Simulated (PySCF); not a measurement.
PySCF 2.14 output of an unrestricted MN15 calculation on a single atom or ion in x2c-TZVPPall with one added diffuse shell each of s, p, d, f type (12s8p8d5f2g, 129 functions), with the spin-free X2C one-electron Hamiltonian (Gaussian nucleus):

```
SCF conv_tol = 1e-09
number electrons alpha = 36  beta = 30
    H. S. Yu, X. He, S. L. Li, and D. G. Truhlar.,  Chem. Sci. 7, 5032-5051 (2016)
    H. S. Yu, X. He, S. L. Li, and D. G. Truhlar.,  Chem. Sci. 7, 5032-5051 (2016)
cycle= 1 E= -12165.0889515592  delta_E= -0.142  |g|= 0.552  |ddm|= 1.27
cycle= 2 E= -12165.0573550678  delta_E= 0.0316  |g|= 0.838  |ddm|= 0.594
cycle= 3 E= -12165.113673764  delta_E= -0.0563  |g|= 0.011  |ddm|= 0.332
cycle= 4 E= -12165.1138365362  delta_E= -0.000163  |g|= 0.0043  |ddm|= 0.0664
cycle= 5 E= -12165.1139135525  delta_E= -7.7e-05  |g|= 0.00235  |ddm|= 0.025
cycle= 6 E= -12165.1140155585  delta_E= -0.000102  |g|= 0.0017  |ddm|= 0.0497
cycle= 7 E= -12165.1140421654  delta_E= -2.66e-05  |g|= 0.00102  |ddm|= 0.0225
cycle= 8 E= -12165.1140639612  delta_E= -2.18e-05  |g|= 0.000424  |ddm|= 0.0327
cycle= 9 E= -12165.1140679676  delta_E= -4.01e-06  |g|= 0.000216  |ddm|= 0.0148
cycle= 10 E= -12165.1140688425  delta_E= -8.75e-07  |g|= 0.000164  |ddm|= 0.00492
cycle= 11 E= -12165.1140696699  delta_E= -8.27e-07  |g|= 9.74e-05  |ddm|= 0.00582
cycle= 12 E= -12165.1140700009  delta_E= -3.31e-07  |g|= 3.32e-05  |ddm|= 0.00509
cycle= 13 E= -12165.1140700273  delta_E= -2.64e-08  |g|= 9.08e-06  |ddm|= 0.00161
cycle= 14 E= -12165.114070028  delta_E= -7.33e-10  |g|= 3.08e-06  |ddm|= 0.000213
converged SCF energy = -12165.114070028  <S^2> = 12.091567  2S+1 = 7.0261133
```

The run itself started from symmetry-adapted Hartree-Fock orbitals and held the occupation by maximum overlap, on a logarithmic radial grid, so the iterations belong to that start.

Q: Which element, charge and spin multiplicity is this?

A: Dy (dysprosium, neutral), multiplicity 7; the state was [Xe] 4f9 6s2 6p1, one real determinant (an excited configuration).

⟨L²⟩ = 26.32 against 42 for a pure I term, so this real determinant mixes terms. Spin-orbit coupling, absent here, splits the open shell strongly. ⟨S²⟩ = 12.09 against 12.00 shows spin contamination.
